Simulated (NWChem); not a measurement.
System: CH$_{3}$FTe; SMILES [Te](C)F

Input file for NWChem:

```
start job
memory heap 200 mb stack 900 mb global 1100 mb
geometry units angstroms noautosym nocenter noautoz
  Te     0.346838     0.029114    -0.000433
  F     -0.934619     1.496916    -0.000942
  C     -1.169913    -1.473129    -0.002334
  H     -0.657079    -2.446857    -0.009831
  H     -1.786589    -1.373800    -0.904113
  H     -1.780719    -1.384301     0.904491
end
basis spherical
  * library def2-svpd
end
ecp
  Te library def2-ecp
end
dft
  xc pbe0
  iterations 150
end
property
  response 1 0.0
end
task dft property
```

Structure relaxed at the PBE0/def2-SVP level. Not confirmed as a minimum by frequencies. def2 effective core potentials on Te; no spin-orbit coupling.

Static field.

**Question.** What results follow from this input? (PBE0/def2-SVPD with def2 effective core potentials on Te.) Quantities: isotropic polarisability (bohr³); anisotropy (bohr³).

**Answer.** 
| Quantity | Result |
|---|---|
| isotropic polarisability (bohr³) | 54.0 |
| anisotropy (bohr³) | 13.0 |
